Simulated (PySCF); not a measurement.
A calculated (PBE, PySCF 2.14, aug-cc-pV(D+d)Z, the non-relativistic Hamiltonian (point nucleus)) atom or ion has these occupied shells.

```
shell  electrons  orbital energy (eV)  rms radius, mean of both spins (bohr)
 1s α          1              -3138.2                                 0.0998
 1s β          1              -3137.7                                 0.0998
 2s α          1              -324.94                                  0.452
 2s β          1              -324.51                                  0.452
 2p α          3              -260.19                                  0.420
 2p β          3              -259.60                                  0.420
 3s α          1              -51.481                                   1.44
 3s β          1              -48.552                                   1.44
 3p α          3              -36.488                                   1.59
 3p β          1              -34.083                                   1.59
```

Name the element and its charge.

Ar²⁺ (argon, charge +2), in [Ne] 3s2 3p4, high-spin 3P determinant.
